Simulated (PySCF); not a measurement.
All values are calculated (PySCF 2.14.0 with density-fitted response routines): structure optimised with GFN2-xTB, GIAO PBE0/pcSseg-1 shieldings. A single conformation, one averaged value for each set of equivalent atoms, non-relativistic, isolated molecule.

Shifts are taken against calculated references (same method and geometry level): 1H (σref 31.72) and 13C (σref 186.93) vs TMS. Shifts are as computed. Against solution values, carbons near 30 ppm lie about +3 ppm off and those near 130 ppm about +5 ppm. Of 1309 compounds with measured shifts, 239 miss one by over three times the rms of a fit or turn the order of signals round; such compounds aren't used in these exercises.

Q: Order these molecules by the shift of their most shielded carbon-bound hydrogen, lowest δ first.
A. F/C=C/C=C/F
B. C=C1[C@@H](F)[C@@H]1F
C. FC1=C[SiH2]OC=CC1

A: C (3.14 ppm, hydrogen on an allylic sp3 CH2), B (5.18 ppm, hydrogen on a three-membered-ring carbon), A (6.05 ppm, hydrogen on an alkene CH).

Q: Order these molecules by the shift of their most shielded carbon, lowest δ first.
A. FC1=C[SiH2]OC=CC1
B. C=C1[C@@H](F)[C@@H]1F
C. F/C=C/C=C/F

A: A (31.7 ppm, allylic sp3 CH2), B (73.9 ppm, three-membered-ring carbon), C (113.3 ppm, alkene CH).

Q: How many 13C and 1H signals does each give (equivalence by symmetry and fast rotation, but not about amide C–N or C=N bonds)? `FC1=C[SiH2]OC=CC1`, `C=C1[C@@H](F)[C@@H]1F`, `FCC1(F)C=C1`, `F/C=C/C=C/F`

A: FC1=C[SiH2]OC=CC1: 5 C, 5 H; C=C1[C@@H](F)[C@@H]1F: 3 C, 2 H; FCC1(F)C=C1: 3 C, 2 H; F/C=C/C=C/F: 2 C, 2 H.
